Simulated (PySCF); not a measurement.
A GIAO shielding run with PySCF 2.14 (density fitting, non-relativistic, gas phase) on SMILES CN(CC1CC1)[SiH2]N[SiH3], C5H16N2Si2:

```
$ OMP_NUM_THREADS=1 python probes_run.py task.json out

{"job": {"kind": "nmr", "xc": "PBE0", "basis": "pcSseg-1"}, "charge": 0, "multiplicity": 1}
C     -0.071328    -1.112132    -1.977489
N      0.314061     0.165224    -1.427972
C      1.709761     0.288860    -1.068272
C      2.098723    -0.389978     0.227256
C      1.921408     0.337982     1.527421
C      3.299159     0.083603     0.985956
Si    -0.892776     1.178679    -0.699797
N     -1.590323     0.637930     0.806370
Si    -3.103979    -0.166187     1.088802
H      0.565624    -1.374077    -2.841930
H     -1.111672    -1.073719    -2.338021
H     -0.008660    -1.949836    -1.254476
H      1.967122     1.360094    -0.991925
H      2.326306    -0.115948    -1.893162
H      1.906739    -1.468304     0.253948
H      1.549063     1.367771     1.490518
H      1.594996    -0.227568     2.404433
H      3.930113    -0.654065     1.488156
H      3.850136     0.937845     0.580487
H     -2.043196     1.268731    -1.644754
H     -0.212701     2.489044    -0.476571
H     -0.972136     0.711409     1.611630
H     -2.911424    -1.511390     1.720479
H     -3.774144    -0.340497    -0.233959
H     -4.015539     0.607849     1.990961
```

Hardware: 1 thread of an Arm Neoverse V1, shared host. The job also computes population analyses, field gradients, ring-centre shieldings.

(1) How large is the calculation?

(2) How long does it take, and how much memory does it need?

(3) And these other runs on the same molecule and hardware: GIAO shielding at KT3/pcSseg-1?

## Answers

(1) 88 electrons, 247 basis functions and 1317 auxiliary functions.

(2) 56 s of wall time, with 14 SCF cycles and 4 response iterations; peak memory 1.4 GiB. Times on a shared host scatter by some tens of per cent.

(3) KT3/pcSseg-1: 247 functions, 79 s.
